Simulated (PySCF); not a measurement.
Adding and removing an electron: SnF

PBE; basis Sn aug-cc-pVDZ-PP with ECP28, F aug-cc-pVDZ; scalar-relativistic core potentials; PySCF 2.14. Neutral (UKS): doublet (π ↑), Re = 2.003 Å, ωe = 535 cm⁻¹, De = 5.21 eV, HOMO -4.00 eV, LUMO -3.89 eV.

SnF⁻ (UKS): triplet (π ↑↑), Re = 2.091 Å, ωe = 426 cm⁻¹, De = 2.80 eV to Sn + F⁻. The energies at the minima are -314.07441 hartree for SnF and -314.12146 for SnF⁻.

Q: Work out the adiabatic electron affinity, without and with harmonic zero-point energies (1 hartree = 27.2114 eV, 1 eV = 8065.5 cm⁻¹), and the change of the bond length.

A: At PBE: 0.04705 hartree = 1.280 eV between the minima; the zero-point term (535.0 − 426.0)/2 cm⁻¹ = +0.007 eV makes it 1.287 eV. Re changes by +8.8 pm against the neutral. The electron enters a π orbital, and the longer bond of the ion fits an antibonding orbital, or a change in how ionic the bond is.

These are scalar-relativistic numbers at best; spin–orbit coupling would shift them, the dissociation energy most. For an ion De counts to the pair picked by the measured ionisation energies or electron affinities, which need not be the lowest pair at this level. The highest Kohn–Sham level is positive in this anion. Much of that is self-interaction error, but it also means that the finite basis helps to hold the extra electron. States were picked by a PBE0 search and need not be the measured ground states.
